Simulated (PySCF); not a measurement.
## Unknown compound

Molecular formula: C2H2F6P4. Simulated spectra:

¹H NMR (300 MHz, computed): δ 5.63 (m, 2H).

¹³C{¹H} NMR (computed): δ 143.7.

How the numbers were obtained: GFN2-xTB structure, NMR shieldings at PBE0/pcSseg-1/GIAO, in PySCF 2.14.0 with density-fitted response routines (gas phase, a single conformation, one averaged value for each set of equivalent atoms, no relativistic terms).

Shifts are taken against calculated references (same method and geometry level): ¹H, ¹³C against TMS.

**Question.** What is the structure?

**Answer.** 
- 1 carbon signal for 2 carbons: some carbons are equivalent by symmetry or fast rotation.
- Carbon types of the structure: 2 × C, leaving 2 H on heteroatoms.
- δC 143.7: CF3 carbon; 3 electronegative neighbours deshield it.
- δH 5.63: hydrogen on a phosphorus bonded to 2 P, in a 4-membered ring.

Structure: `InChI=1S/C2H2F6P4/c3-1(4,5)11-9-12(10-11)2(6,7)8/h9-10H`.

The shifts were computed for this structure.

Splittings by ¹⁹F and ³¹P in the carbon and heteronuclear signals aren't shown, as no couplings were computed. Shifts are as computed. Against solution values, carbons near 30 ppm lie about +3 ppm off and those near 130 ppm about +5 ppm. Of 1211 compounds with measured shifts, 218 miss one by over three times the rms of a fit or turn the order of signals round; such compounds aren't used in these exercises.
